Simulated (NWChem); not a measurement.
# SiNH₄OF; SMILES N[SiH](O)F

```xyz
8

Si    -0.0321    -0.0035    -0.3396
N     -0.3947    -1.5560     0.2345
O      1.4887     0.3708     0.1852
F     -0.9897     1.1845     0.2378
H     -0.2242     0.0280    -1.8082
H     -1.0814    -2.1522    -0.2082
H     -0.1412    -1.8656     1.1645
H      1.6564     1.3044     0.3430
```
Atoms are numbered in this order, from 1.

The geometry was optimised at PBE0/def2-SVP.

 States above −ε(HOMO) = 8.1 eV lie in this functional's continuum and hang on the basis.

Q: List the 4 lowest vertical singlet excitations from PBE0/def2-SVPD, TDA (NWChem).

A: 
| state | energy (eV) | oscillator strength | leading excitation (squared amplitude) |
|---|---|---|---|
| S1 | 7.19 | 0.049 | HOMO → LUMO (0.73) |
| S2 | 7.57 | 0.005 | HOMO → LUMO+1 (0.73) |
| S3 | 8.31 | 0.030 | HOMO−1 → LUMO (0.82) |
| S4 | 8.52 | 0.016 | HOMO → LUMO+3 (0.59) |
